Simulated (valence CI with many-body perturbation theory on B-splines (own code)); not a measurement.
Tc37+: one-electron terms

Method: valence CI with perturbative core correlation (CI+MBPT): four valence electrons over a frozen Dirac-Fock core [He], radial functions for each j: 11 s, 11 p, 10 d, 8 f, 5 g, 2 h, with the one-electron correlation potential Σ1 (screened to all orders), the two-electron term Σ2, the three-electron term Σ3, Breit, model QED; selected single and double excitations, second order for the rest, scaled by the run's own slope (own B-spline code, finite nucleus).

No measured spectrum was set against this ion. As an estimate, large intervals hold to a few tenths of a per cent, small ones and those within an open d or f shell to about a per cent. Among the levels kept, up to 1000 cm⁻¹ of a level comes from second order outside the variational space, and about a tenth of that is noise between levels of different J, which matters for small intervals.

These are the spectroscopic orbitals of the CI (the correlating ones are not listed), shaped by the core and the other valence electrons. h is the expectation value of the core's Dirac-Fock operator, without the valence repulsion; Σ1 is computed up to l = 3 at one energy for each symmetry, that of its lowest orbital but kept below the first core excitation, so for empty shells it is not the orbital's own correlation shift; Breit and QED include the response of the core.

```
Orbital  h (hartree)  Σ1 (cm⁻¹)  Breit (cm⁻¹)  QED (cm⁻¹)  ⟨r⟩ (bohr)
  2s1/2      -220.89      -1256         20879       21156      0.1417
  3s1/2      -96.759       -299          5773        6045      0.3288
  4s1/2      -53.937       -115          2306        2461      0.5964
  5s1/2      -34.322      -56.7          1154        1238      0.9424
  6s1/2       -23.74      -32.1           658         708       1.367
  7s1/2      -17.391      -19.9           411         443       1.870
  2p1/2      -217.58      -3082         41303        -685      0.1195
  3p1/2      -95.801       -674         11116        -225      0.3093
  4p1/2      -53.539       -257          4466       -94.5      0.5792
  5p1/2       -34.12       -126          2236       -48.1      0.9275
  6p1/2      -23.623      -71.0          1276       -27.7       1.355
  7p1/2      -17.318      -44.0           797       -17.4       1.860
  2p3/2      -212.35      -2602         16906        1463      0.1235
  3p3/2      -94.255       -568          4509         379      0.3151
  4p3/2       -52.89       -216          1937         152      0.5867
  5p3/2      -33.789       -106           971        76.2      0.9369
  6p3/2      -23.432      -59.8           555        43.5       1.366
  7p3/2      -17.198      -37.1           347        27.2       1.873
  3d3/2      -93.824       -258           380       -74.7      0.2684
  4d3/2      -52.707       -109           207       -26.7      0.5421
  5d3/2      -33.695      -56.0           110       -12.7      0.8944
  6d3/2      -23.378      -32.4          66.3        -7.1       1.326
  7d3/2      -17.164      -20.4          42.8        -4.3       1.835
  3d5/2      -93.355       -243           123         140      0.2704
  4d5/2      -52.509       -103          66.3        62.8      0.5445
  5d5/2      -33.594      -52.6          33.6        32.9      0.8973
  6d5/2      -23.319      -30.4          20.3        19.3       1.329
  7d5/2      -17.127      -19.2          13.1        12.2       1.839
  4f5/2      -52.437      -21.3           2.1       -23.0      0.4704
  5f5/2       -33.56      -12.0           1.7       -11.5      0.8241
  6f5/2      -23.301       -7.3           1.2        -6.5       1.257
  7f5/2      -17.115       -4.7           0.8        -4.1       1.768
  4f7/2       -52.34      -20.8           0.6        19.5      0.4717
  5f7/2      -33.511      -11.7           0.5        10.4      0.8256
  6f7/2      -23.272       -7.1           0.3         6.1       1.259
  7f7/2      -17.097       -4.6           0.2         3.9       1.770
  5g7/2      -33.499                      0.0        -7.1      0.7216
  6g7/2      -23.265                      0.0        -4.1       1.155
  7g7/2      -17.092                      0.0        -2.6       1.667
  5g9/2       -33.47                      0.0         5.7      0.7226
  6g9/2      -23.248                      0.0         3.3       1.156
  7g9/2      -17.082                      0.0         2.1       1.668
  6h9/2      -23.248                                            1.024
 6h11/2      -23.236                                            1.025
```

Among the shells of the start configuration 2s2 2p2, Σ1 is largest in size for 2p1/2, where it is 0.0065 % of h.

Lowest root of each symmetry, sizes in configuration state functions:

```
J  Parity  Roots  Reference  Variational  Second order  Change by selected CI (cm⁻¹)  Change by second order (cm⁻¹)
0    even     18         53        28448         76167                        -17133                             -1
1    even     33        124        31972        229551                        -15622                           -263
2    even     36        150        31964        384958                        -17110                           -427
3    even     21        123        32298        377163                        -19188                           -615
4    even      9         83        35731        282518                        -14257                           -127
5    even      3         46        43473        170015                        -18201                            -22
0     odd     14         49        28567         50524                        -20889                             -1
1     odd     33        127        31975        251483                        -21695                           -181
2     odd     32        147        31970        374901                        -14878                           -273
3     odd     18        122        31841        374755                        -18128                           -468
4     odd      8         82        34912        261160                        -20906                           -252
5     odd      2         45        36462        172028                        -26688                            -36
```
